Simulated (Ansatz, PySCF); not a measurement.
Here is a job for Ansatz (a program for electronic structure).
Ansatz 0.2 input:
```yaml
crystal:
  periodic: [false, false, false]
  atoms:
    - {symbol: O, position_ang: [-1.03999170, -0.46775065, -0.00405004]}
    - {symbol: C, position_ang: [-0.07158051, 0.29026371, 0.00151333]}
    - {symbol: O, position_ang: [1.13823216, 0.06937908, 0.00197307]}
    - {symbol: H, position_ang: [-0.35644062, 1.44539027, 0.00753576]}
basis:
  gaussian:
    orbitals: cc-pVDZ
hamiltonian:
  xc: cam_b3lyp
total_charge: -1
accuracy: high
```

Problem. Convert this to an input for PySCF.

Solution. Several could match; the one computed here: 
```python
from pyscf import gto, scf, dft

mol = gto.M(
    atom='''
O    -1.03999170   -0.46775065   -0.00405004
C    -0.07158051    0.29026371    0.00151333
O     1.13823216    0.06937908    0.00197307
H    -0.35644062    1.44539027    0.00753576
''',
    basis='cc-pvdz',
    charge=-1,
    verbose=4,
)

mf = dft.RKS(mol)
mf.xc = 'camb3lyp'
mf.grids.atom_grid = (99, 590)
mf.grids.prune = None
mf.kernel()
```

Both were run: Ansatz gave -189.119806 Eh and PySCF -189.119807 Eh, 0.000 mEh apart.
